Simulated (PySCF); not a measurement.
Point-charge models of `C(C)(c1pccs1)C` against its computed dipole.

Coordinates (GFN2-xTB, Å) and charges (e) from the PBE0/pcSseg-1 density (PySCF):

```
atom       x       y       z  Mulliken      IAO  Hirshfeld  ESP-fitted
  C1  -1.666   0.399   1.360   -0.1959  -0.4153    -0.1221     -0.4752
  C2  -1.067   0.340  -0.046   -0.2861  -0.0920    -0.0270     +0.3914
  C3  -1.596  -0.873  -0.814   -0.1960  -0.4153    -0.1221     -0.4807
  C4   0.430   0.313   0.018   -0.5968  -0.3768    -0.0670     -0.0489
  P5   1.442   1.521  -0.654   +0.4692  +0.3046    +0.0475     -0.1819
  C6   2.926   0.714  -0.134   -0.3628  -0.3904    -0.1310     +0.0420
  C7   2.797  -0.449   0.541   -0.2075  -0.3017    -0.0802     -0.4393
  S8   1.203  -1.013   0.818   +0.2859  +0.3523    +0.1321     +0.0897
  H9  -2.749   0.479   1.306   +0.1155  +0.1403    +0.0429     +0.1275
 H10  -1.410  -0.500   1.917   +0.1118  +0.1360    +0.0311     +0.1161
 H11  -1.281   1.263   1.898   +0.1246  +0.1477    +0.0383     +0.1108
 H12  -1.352   1.250  -0.588   +0.1258  +0.1431    +0.0411     +0.0119
 H13  -1.161  -0.908  -1.811   +0.1245  +0.1477    +0.0383     +0.1121
 H14  -1.338  -1.792  -0.291   +0.1118  +0.1359    +0.0311     +0.1205
 H15  -2.677  -0.817  -0.909   +0.1156  +0.1403    +0.0429     +0.1272
 H16   3.893   1.139  -0.350   +0.1245  +0.1697    +0.0488     +0.1218
 H17   3.600  -1.055   0.922   +0.1359  +0.1738    +0.0550     +0.2548
```

Question: What dipole does each set of charges give (1 e·Å = 4.803 D), and what does the density give?

Answer: The full density gives (-0.25, -0.92, 0.53) D, 1.09 D in size; dipole vectors point from the negative to the positive end.

| scheme | μx | μy | μz | size (D) | share of the full size (%) | angle to the full dipole (°) |
| --- | --- | --- | --- | --- | --- | --- |
| Mulliken | -1.77 | -0.14 | 0.02 | 1.77 | 163 | 73 |
| IAO | -1.13 | -0.51 | 0.26 | 1.27 | 116 | 50 |
| Hirshfeld | -0.29 | -0.55 | 0.31 | 0.70 | 64 | 12 |
| ESP-fitted | -0.25 | -0.90 | 0.51 | 1.06 | 97 | 1 |

Question: Which set comes closest?

Answer: Length of the difference vector: ESP-fitted 0.03 D, Hirshfeld 0.43 D, IAO 1.01 D, Mulliken 1.78 D. Closest: ESP-fitted. ESP charges are fitted to the potential around the molecule, whose slowest-falling term is the dipole's. The schemes that divide the density aren't constrained to reproduce the dipole.

Question: What is left for the Hirshfeld atoms' own dipoles?

Answer: The shares of the density sum to the whole, so what Σ q r misses lies in dipoles about the nuclei. The atomic dipoles sum to (-0.25, -0.92, 0.53) − (-0.29, -0.55, 0.31) = (0.04, -0.37, 0.22) D, 0.43 D in size.

Question: With the origin at the mean of the coordinates, (0.000, 0.001, 0.187) Å, which are the largest single terms, by size, of the Mulliken dipole along the direction of the full one?

Answer: P5 -4.55, C6 +2.47, C4 +1.27, H16 -1.26, S8 +1.22 D; all 17 atoms together +0.52 D. The single terms depend on the origin, their sum doesn't.

Question: Give the size of the full dipole in other units.

Answer: 1.09 D = 0.429 au = 0.227 e·Å = 3.63 × 10⁻³⁰ C·m.

Isolated species at its GFN2-xTB geometry (one conformer only).

Conformer computed: `[CH3:1][CH:2]([CH3:3])[c:4]1[p:5][cH:6][cH:7][s:8]1`: C1–C2–C4–P5 -118°.
